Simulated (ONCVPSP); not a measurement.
Which change was made? (Ar, ONCV)

- Element: Ar
- Generator: ONCVPSP 4.0.1
- Type: optimised norm-conserving Vanderbilt (ONCV)
- Functional: PBE
- Relativity: scalar-relativistic
- Frozen core: [Ne]
- Valence charge: 8
- Reference configuration: 3s2 3p4 (charge +2)
- Partial waves: 3s: rc 1.05 bohr, ncon 4, nbas 7, qcut 6.6 1/bohr, 1 projector; 3p: rc 1.05 bohr, ncon 4, nbas 9, qcut 7.1 1/bohr, local
- Local potential: the p channel
- Core correction: Teter function, fcfact 4.25, rcfact 1.7

Cutoffs, loose and tight: the cutoffs (Ha) at which the residual kinetic energy of the hardest occupied pseudo-wave falls to 1 and 0.1 mHa per electron. They do not see the model core or the augmentation charge, which bear on the density cutoff. Test errors are all-electron minus pseudo excitation energies from the reference, over the configurations 3s2 3p6; 3s2 3p5; 3s2 3p3; 3s2 3p5.5; variants that change the core or the reference have their own tests.

The base gives: outcome: generated; cutoff, loose: 20 Ha; cutoff, tight: 134 Ha; bound ghosts: none; GHOST(+) flags above zero: none; largest test error (meV): +24.

(1) After one change the result is: outcome: generated; cutoff, loose: 20 Ha; cutoff, tight: 134 Ha; bound ghosts: none; GHOST(+) flags above zero: none; largest test error (meV): +14. Which change was it?
A. core correction Teter function, fcfact 4.25, rcfact 1.78
B. core correction Teter function, fcfact 4.25, rcfact 1.94
C. core correction Teter function, fcfact 4.25, rcfact 1.48

## Answers

(1) A. The others give: core correction Teter function, fcfact 4.25, rcfact 1.48 → outcome: generated; cutoff, loose: 20 Ha; cutoff, tight: 134 Ha; bound ghosts: none; GHOST(+) flags above zero: none; largest test error (meV): +32 | core correction Teter function, fcfact 4.25, rcfact 1.94 → outcome: generated; cutoff, loose: 20 Ha; cutoff, tight: 134 Ha; bound ghosts: none; GHOST(+) flags above zero: none; largest test error (meV): -24.
